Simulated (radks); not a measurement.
Kr IV, 33 electrons, occupied as [Ar] 3d10 4s2 4p3.

Method: Dirac Kohn-Sham, OLYP, spin-unpolarised, spherical densities, finite nucleus; open shells are shared between the two j in proportion to 2j + 1; Fermi nuclear charge, rms radius 4.1884 fm; computed with a radial shooting solver on a logarithmic mesh with Libxc functionals.

Energy parts (eV):
total: -75887.588
kinetic: 77934.173
electron-nucleus: -182050.356
Hartree: 30857.648
exchange-correlation: -2629.053

Orbitals (lengths in bohr, moments of r in powers of bohr):
orbital,occ.,eigenvalue (eV),<r^4>,<r>
1s1/2,2,-14193.16,0.00001387,0.04149
2s1/2,2,-1906.467,0.002719,0.1832
2p1/2,2,-1727.225,0.001860,0.1573
2p3/2,4,-1673.396,0.002021,0.1613
3s1/2,2,-305.1784,0.1640,0.5294
3p1/2,2,-241.7911,0.1846,0.5322
3p3/2,4,-233.8463,0.1990,0.5426
3d3/2,4,-123.3888,0.2889,0.5494
3d5/2,6,-122.0706,0.2967,0.5532
4s1/2,2,-59.0867,8.884,1.464
4p1/2,1,-43.9167,14.91,1.644
4p3/2,2,-43.0264,15.88,1.671

The highest occupied level is 4p3/2 at -43.026 eV. For comparison, the ionisation energy in NIST's Atomic Spectra Database is 50.9 eV (measured). In exact Kohn-Sham theory the highest level is minus the ionisation energy, but local and semilocal functionals leave it too shallow, through self-interaction and a potential that decays too fast; potentials with the right tail come closer. Summed over all electrons, <r^2> = 21.00 bohr^2, which gives a Langevin (diamagnetic) susceptibility term of -16.6 x 10^-6 cm^3/mol.

Beside tabulated values, note that spin-unpolarised runs miss the spin-polarisation part of the exchange energy of open shells.
